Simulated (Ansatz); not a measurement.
Abridged output of a molecular run in Ansatz:

```
Functional definition: HF
2675 factors; integrals over basis functions are off by at most 1.6e-3 eV
mean field evaluation 1: about -14780.8180 eV, gradient 7.2e1 eV
mean field evaluation 2: about -14781.1129 eV, gradient 7.2e1 eV
mean field evaluation 4: about -14792.5774 eV, gradient 6.5e0 eV
mean field evaluation 8: about -14792.7312 eV, gradient 5.1e-1 eV
mean field -14792.73186471 eV, -543.6228691544 hartree, gradient 1.5e-6 eV, S^2 0.000000; 0 other end points of the search recorded, 0 dependent functions left out
10 core orbitals not correlated: weight in the atoms' cores, before any rotation towards them, 1.000 or more for the frozen orbitals, at most 0.000 for the correlated occupied ones
reference -14792.73186471 eV, -543.6228691544 hartree; 38, 38 occupied and 214, 214 virtual orbitals, 2675 factors
second order -49.64753669 eV of doubles, -0.00000000 eV of singles
cycle   1  -50.71681891 eV  change    -1.1e0 eV  update   1.8e-1
cycle   2  -51.91802322 eV  change    -1.2e0 eV  update   5.7e-2
cycle   3  -52.31544277 eV  change   -4.0e-1 eV  update   3.2e-2
cycle   4  -52.31510115 eV  change    3.4e-4 eV  update   8.1e-3
cycle   5  -52.30849797 eV  change    6.6e-3 eV  update   3.3e-3
cycle   6  -52.30941995 eV  change   -9.2e-4 eV  update   1.1e-3
cycle   7  -52.30861991 eV  change    8.0e-4 eV  update   3.9e-4
cycle   8  -52.30841503 eV  change    2.0e-4 eV  update   1.4e-4
cycle   9  -52.30849401 eV  change   -7.9e-5 eV  update   5.5e-5
perturbative correction -1.60425750 eV, -0.0589553757 hartree
Total energy: -14846.64461622 eV, -545.6041262289 hartree
```

Its atoms:

```xyz
29

C     0.5719    1.9448    0.9997
C    -0.9166    2.2285    1.1080
C    -1.4248    2.9299   -0.1455
N    -1.6317    0.9923    1.3618
Hf   -1.1096   -0.9822    1.1605
O    -2.8031   -1.9243    1.2228
O     0.2106   -1.4812    2.5011
N    -0.2043   -1.3304   -0.6432
C     1.2048   -1.3683   -0.9953
C     1.6893   -2.7943   -1.2283
C     1.5005   -0.4894   -2.2034
H     0.9471    1.4662    1.9084
H     1.1398    2.8638    0.8407
H     0.7706    1.2832    0.1498
H    -1.0609    2.9123    1.9592
H    -2.4956    3.1364   -0.0689
H    -1.2668    2.2909   -1.0191
H    -0.9087    3.8806   -0.3098
H    -2.6096    1.1798    1.5527
H    -3.3684   -2.6241    1.5339
H     0.6464   -1.2819    3.3240
H    -0.7709   -1.5841   -1.4458
H     1.7638   -0.9667   -0.1398
H     1.1502   -3.2450   -2.0680
H     1.5097   -3.4072   -0.3430
H     2.7580   -2.8222   -1.4603
H     0.9671   -0.8659   -3.0829
H     2.5678   -0.4790   -2.4402
H     1.1732    0.5377   -2.0294
```

Question: Which basis set was used?
A. def2-SVPD
B. cc-pV(T+d)Z
C. def2-QZVPP
D. def2-SVP

Answer: D. It gives 262 functions.

Question: Write the keys of the input that set method, charge and spin (a neutral closed shell needs none for the last two).

Answer: 
```yaml
correlation: {method: ccsd_t}
```
